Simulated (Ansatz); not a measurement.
Li₆Al. Total charge 0; doublet. Geometry PBE0-D4/def2-TZVP, basis def2-TZVP, Ansatz.

| atom | x (Å) | y (Å) | z (Å) |
| --- | --- | --- | --- |
| Al1 | 1.2834 | 0.3116 | 0.8060 |
| Li2 | 0.3934 | 1.6411 | -1.2666 |
| Li3 | 1.0445 | -1.4646 | -1.1018 |
| Li4 | -1.2823 | -0.2541 | 0.1271 |
| Li5 | -0.4498 | 1.7588 | 2.1215 |
| Li6 | 0.2439 | -1.5682 | 2.2932 |
| Li7 | -1.2331 | -0.4246 | -2.9794 |

```json
{"run": "A", "HOMO (eV)": "-2.83", "LUMO (eV)": "-2.21"}
{"run": "B", "HOMO (eV)": "-3.09", "LUMO (eV)": "-1.76"}
{"run": "C", "HOMO (eV)": "-2.94", "LUMO (eV)": "-1.87"}
{"run": "D", "HOMO (eV)": "-3.33", "LUMO (eV)": "-1.61"}
{"run": "E", "HOMO (eV)": "-3.94", "LUMO (eV)": "-0.80"}
```

B3LYP takes the VWN-RPA correlation. Another isomer (doublet) lies 0.38 eV lower at PBE0-D4/def2-TZVP; other spin states weren't run for this one.

HOMO and LUMO are taken over both spins.

**Question.** The runs used B3LYP, CAM-B3LYP, PBE, PBE0, r2SCAN. Estimate which is which.

**Answer.** A PBE (0 % exact exchange); B B3LYP (20 % exact exchange); C r2SCAN (0 % exact exchange); D PBE0 (25 % exact exchange); E CAM-B3LYP (range-separated). Exact exchange lowers occupied and raises empty levels; among semilocal functionals meta-GGAs tend to open the gap a little, and such runs are hard to tell apart. The gap grows from 0.61 eV (PBE) to 3.14 eV (CAM-B3LYP).
